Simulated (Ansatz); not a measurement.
A nudged elastic band was laid between two geometries of GeH₃O (5 atoms, charge 1, multiplicity 1).

The calculation used RKS LDA/def2-SVPD in Ansatz.

* movable images: 5
* climbing image: yes
* spring: 5.0 eV/Å²
* optimiser: quadratic models (default)
* start path: through a guess of the saddle point
* force threshold: 0.05 eV/Å
* iteration limit: 60
* end points: relaxed

Initial state:

```xyz
5
Properties=species:S:1:pos:R:3
O 0.814 -0.537 0.658
Ge -0.242 0.417 -0.277
H 0.632 -1.486 0.849
H -1.518 -0.230 -0.835
H 0.314 1.835 -0.395
```

Final state:

```xyz
5
Properties=species:S:1:pos:R:3
O 0.335 -1.002 0.518
Ge -0.322 0.339 -0.300
H 1.185 -0.951 1.011
H -1.640 -0.057 -0.963
H 0.442 1.671 -0.266
```

(1) What changes between the two ends?

(2) Give the energies along the band, and the barrier.

(3) What is the geometry of the highest image?

(4) What are the harmonic wavenumbers there?

Answers

(1) No bond is made or broken. The dihedral H3–O1–Ge2–H5 goes from -180 to 0°. The two ends are copies of one structure, up to a mirror image or an exchange of like atoms.

(2) The forces met the threshold. The highest image is number 3 of 0 to 6, 0.31 eV above the ends, which have the same energy within 2 meV. A vibrational analysis at the climbing image gives one clearly imaginary mode, 643i cm⁻¹: a first-order saddle point.

| image | path coordinate (Å) | energy (eV) | dihedral H3–O1–Ge2–H5 (°) |
| --- | --- | --- | --- |
| 0 | 0.00 | 0.00 | -180 |
| 1 | 0.23 | 0.05 | -167 |
| 2 | 0.46 | 0.21 | -139 |
| 3 | 0.69 | 0.31 | -94 |
| 4 | 0.92 | 0.21 | -46 |
| 5 | 1.15 | 0.05 | -15 |
| 6 | 1.38 | 0.00 | 0 |

(3) 
```xyz
5
Properties=species:S:1:pos:R:3
O 0.451 -0.676 0.725
Ge -0.292 0.400 -0.320
H 1.078 -1.405 0.895
H -1.633 -0.087 -0.885
H 0.397 1.768 -0.416
```

(4) 643i, 307, 597, 639, 779, 899, 2099, 2174, 3762 cm⁻¹.

Run time: 86 s on 1 thread of Intel(R) Xeon(R) Processor @ 2.50GHz (Skylake/Cascade Lake), with other jobs on the host, peak memory 0.15 GiB.
